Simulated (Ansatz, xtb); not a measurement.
**Relative energy of two structures of ClCuGeHSi**

Structure X: a doublet given by its coordinates. Structure Y: a doublet given by its coordinates. Both are isolated molecules in the gas phase, relaxed with PBE0-D3(BJ)/def2-SVP.

X (Å):

```yaml
atoms:
  - { symbol: Cl, position_ang: [-1.4821, -1.7920, 0.3486] }
  - { symbol: Cu, position_ang: [-1.0235, 0.2986, -0.1136] }
  - { symbol: Ge, position_ang: [0.9166, -0.9729, 0.8735] }
  - { symbol: Si, position_ang: [1.0543, 1.4065, 0.2229] }
  - { symbol: H, position_ang: [-0.4360, 1.8158, -0.3702] }
```

Close contacts (Å): Cl1–Cu2 2.19, Cl1–Ge3 2.59, Cu2–Ge3 2.52, Cu2–Si4 2.38, Ge3–Si4 2.47, Cu2–H5 1.65, Si4–H5 1.66.

Y (Å):

```xyz
5

Cl    1.9297    1.1792    0.2876
Cu   -0.4486   -1.4534    1.6264
Ge    0.0911    1.9388   -1.2259
Si   -0.2107    0.5224    0.6191
H    -0.5028   -2.9854    1.5622
```

Close contacts (Å): Cl1–Ge3 2.50, Cl1–Si4 2.26, Cu2–Si4 2.23, Ge3–Si4 2.35, Cu2–H5 1.53.

Question: Which of the two would you expect CCSD(T)/def2-SVP electronic energies to favour?

Answer: Structure X; the calculation gives E(Y) − E(X) = +32.8 kcal/mol.

The same difference at several levels:

```tsv
level	geometry	E(Y) − E(X) (kcal/mol)	departure from the last row (kcal/mol)	job, with rough time for the two
PBE0-D3(BJ)/def2-SVP	PBE0-D3(BJ)/def2-SVP	+28.6	−4.2	optimisation, 3.5 min
HF/def2-SVP	PBE0-D3(BJ)/def2-SVP	+30.4	−2.4	part of the CCSD(T) run
MP2/def2-SVP	PBE0-D3(BJ)/def2-SVP	+33.0	+0.2	part of the CCSD(T) run
CCSD(T)/def2-SVP	PBE0-D3(BJ)/def2-SVP	+32.8		single point, 77 s
```

The levels shown agree on the order. The largest departure from CCSD(T)/def2-SVP is that of PBE0-D3(BJ)/def2-SVP, 4.2 kcal/mol. Levels run at GFN2-xTB geometries aren't shown.

With harmonic frequencies from PBE0-D3(BJ)/def2-SVP (ideal gas, rigid rotor, one conformer each, 1000 K, 1 atm): the zero-point term adds −0.9 kcal/mol; ΔH is +32.6 and ΔG +28.1 kcal/mol.

Open shells are spin-unrestricted. The correlated steps freeze 24 core orbitals; the filled d shell of Ge is correlated; the last core shell of Cu is correlated, in a basis made for valence electrons. Mirror images aren't counted in ΔG. Programs: Ansatz 0.2.0; the last row on 2 threads of Intel(R) Xeon(R) Platinum 8488C (Sapphire Rapids) on a shared host.
